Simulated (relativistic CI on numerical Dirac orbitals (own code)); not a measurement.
What each ingredient does to the levels of Te46+

Base calculation: Dirac-Coulomb-Breit CI, separate exchange-only KLI orbitals for each configuration, QED by a radiative potential, unscaled Slater integrals.

CI space (outside the closed core 1s2): 2s2.2p2, 2s.2p3, 2p4, 2p3.3s, 2p3.3p, 2p3.3d, 2s2.2p.3s, 2s2.2p.3p, 2s2.2p.3d, 2s.2p2.3s, 2s.2p2.3p, 2s.2p2.3d, 2s2.2p.4s, 2s2.2p.4p, 2s2.2p.4d, 2s2.2p.4f. Levels of other configurations are missing.

The lowest level and the first level of each name with at least 55 % of one term (blank where a level has no safe partner in the second run):

```
          Level  Base (eV)  Shift (eV)
   2s2.2p2 3P_0       0.00        0.00
   2s2.2p2 3P_1     279.72       +1.79
   2s2.2p2 1D_2     295.13       +0.04
   2s2.2p2 3P_2     586.62       +1.20
   2s2.2p2 1S_0     625.21       -2.13
   2s.2p3 3D°_3     754.72       +2.18
   2s.2p3 3P°_0     790.10       -0.78
   2s.2p3 1D°_2     814.80       -3.52
       2p4 3P_2    1005.34       -0.16
       2p4 1S_0    1047.91       -4.22
       2p4 3P_1    1293.90       +1.11
       2p4 1D_2    1310.31       -0.82
       2p4 3P_0    1620.48       -2.02
2s2.2p.3s 3P°_0    4625.56       +1.28
```

At this charge energies of transitions that change n are usually good to better than 1 %, and those within a shell (Δn = 0) to a few per cent.

Question: One thing was changed in a second run, which moved the levels as shown. Which?
A. Breit term removed
B. valence Slater integrals scaled by 0.9
C. QED terms removed
D. configuration mixing switched off

Answer: B. Valence Slater integrals scaled by 0.9. Scaling acts on the splittings between terms and on the mixing, and leaves the fine structure of pure LS terms nearly alone; in jj coupling it moves the levels of one term differently.

LS names give the leading component of a level, which can be under half, so a name can repeat, a term be missing and a line seem to break the LS rules.
